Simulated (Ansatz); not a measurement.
Consider the ligand exchange at the In–C bond: `C[CH2][InH][F]` + HCl → `[F][InH][Cl]` + `CC`.

Computed with Ansatz on PBE0-D4/def2-TZVP structures; ΔE is electronic, products minus reactants. CCSD(T)/CBS adds triple-zeta CCSD(T) − MP2 to the extrapolated MP2 energy (def2 sets, frozen cores). This one scheme is used for every species. DFT in def2-TZVPP. Elements past krypton have def2 core potentials. For In outer-core shells are correlated without core-valence functions, which leaves a few kJ/mol of doubt a bond. Each species was taken in one conformer, which may not be the lowest.

```json
{"level": "BLYP", "ΔE (eV)": "-1.45"}
{"level": "MP2/def2-QZVPP", "ΔE (eV)": "-1.37"}
```

(1) What does CCSD(T)/CBS give? (Estimate.)

Largest T1 diagnostic among the species: 0.015.

## Answers

(1) Ansatz gave: -1.39 eV. The listed levels differ from it by -0.06, 0.02 eV.

The D4 term adds +0.05 eV with B3LYP and +0.03 eV with PBE0; it sums over pairs of atoms, weighted by their polarisabilities, and B3LYP, whose exchange is more repulsive, gets the larger term. Leaving LDA and LC-ωPBE aside and taking each functional with its dispersion term where it has one, the values, not all of them listed here, spread over 0.19 eV, from B97M-V to revPBE-D4. LDA lies +0.11 eV from PBE without D4.

B3LYP here is the variant with VWN-RPA as its local correlation; programs differ in this.
